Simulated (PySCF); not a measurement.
Species: TiF4 (singlet state).
Structure used (PBE0-D3(BJ)/def2-SVP), in Å, numbered top down from 1:
```xyz
5
TiF4 angstrom
Ti    -0.0005   -0.0002   -0.0007
F      0.0047   -0.0078    1.7244
F      1.6240    0.0087   -0.5816
F     -0.8191    1.4104   -0.5640
F     -0.8090   -1.4112   -0.5781
```

Computed, not measured: PBE0-D3(BJ)/def2-SVP geometry optimisation, gas phase in PySCF.

Q: Which atoms are bound to Ti1, and at what distances?

A: 4 atoms: F2 1.725 Å, F3 1.725 Å, F4 1.726 Å, F5 1.726 Å.

Q: List the angles at Ti1.

A: 
```tsv
angle	degrees	distance of the outer atoms (Å)
F4–Ti1–F5	109.7	2.82
F2–Ti1–F3	109.5	2.82
F3–Ti1–F5	109.4	2.82
F3–Ti1–F4	109.4	2.82
F2–Ti1–F5	109.4	2.82
F2–Ti1–F4	109.4	2.82
```

Q: What is the shape at Ti1?

A: Tetrahedral: angles from 109.4° to 109.7°; τ4 = (360° − α − β)/141° = 1.00 with α and β the two widest (0 for a square, 1 for a tetrahedron).

Q: What are the rotational constants (commonest isotopes, rigid rotor)?

A: A = 3356, B = 3351, C = 3346 MHz: a spherical top.

Point group: Td (every atom within 0.08 Å of its image). Charge 0, singlet. Not checked by PBE0-D3(BJ)/def2-SVP frequencies.

Time: 11 s. Hardware: one thread of an Arm Neoverse V1 (shared host). These figures are those of the optimisation.
